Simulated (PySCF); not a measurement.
# Electron correlation in Cl⁻ (chlorine, charge -1)

[Ar], closed-shell 1S. All numbers are calculated (PySCF 2.14, no relativity, point nucleus, in def2-TZVPPD). Frozen: [Ne]; 8 electrons correlated.

```
  level  correlation energy (mhartree)
   CCSD                        -219.48
    (T)                          -8.98
CCSD(T)                        -228.46
```

Diagnostics: T1 = 0.0071, D1 = 0.0112, largest double amplitude 0.038.

Cost of the coupled-cluster step: about 1.4 core-seconds, for 8 correlated electrons.

Iterations:

```
CC2 = 0
CCSD nocc = 4, nmo = 46
frozen orbitals [0, 1, 2, 3, 4]
max_cycle = 100
direct = 0
conv_tol = 1e-08
conv_tol_normt = 1e-06
diis_space = 8
diis_start_cycle = 0
Init t2, MP2 energy = -459.768496394929  E_corr(MP2) -0.203784946012258
Init E_corr(CCSD) = -0.203784946013651
cycle = 1  E_corr(CCSD) = -0.215185061853204  dE = -0.0114001158  norm(t1,t2) = 0.0283913
cycle = 2  E_corr(CCSD) = -0.218563396001844  dE = -0.00337833415  norm(t1,t2) = 0.00838113
cycle = 3  E_corr(CCSD) = -0.219155762460275  dE = -0.000592366458  norm(t1,t2) = 0.00361596
cycle = 4  E_corr(CCSD) = -0.219524081213937  dE = -0.000368318754  norm(t1,t2) = 0.00129863
cycle = 5  E_corr(CCSD) = -0.219484058952955  dE = 4.0022261e-05  norm(t1,t2) = 0.000418592
cycle = 6  E_corr(CCSD) = -0.219477951194368  dE = 6.10775859e-06  norm(t1,t2) = 5.54044e-05
cycle = 7  E_corr(CCSD) = -0.21948027700443  dE = -2.32581006e-06  norm(t1,t2) = 1.47909e-05
cycle = 8  E_corr(CCSD) = -0.219480223004397  dE = 5.40000328e-08  norm(t1,t2) = 3.06649e-06
cycle = 9  E_corr(CCSD) = -0.219480125884875  dE = 9.71195222e-08  norm(t1,t2) = 7.40097e-07
cycle = 10  E_corr(CCSD) = -0.219480136398039  dE = -1.05131647e-08  norm(t1,t2) = 2.50033e-07
cycle = 11  E_corr(CCSD) = -0.219480137625071  dE = -1.22703203e-09  norm(t1,t2) = 6.74096e-08
CCSD converged
E(CCSD) = -459.784191586542  E_corr = -0.2194801376250713
CCSD(T) correction = -0.0089762466329411
```
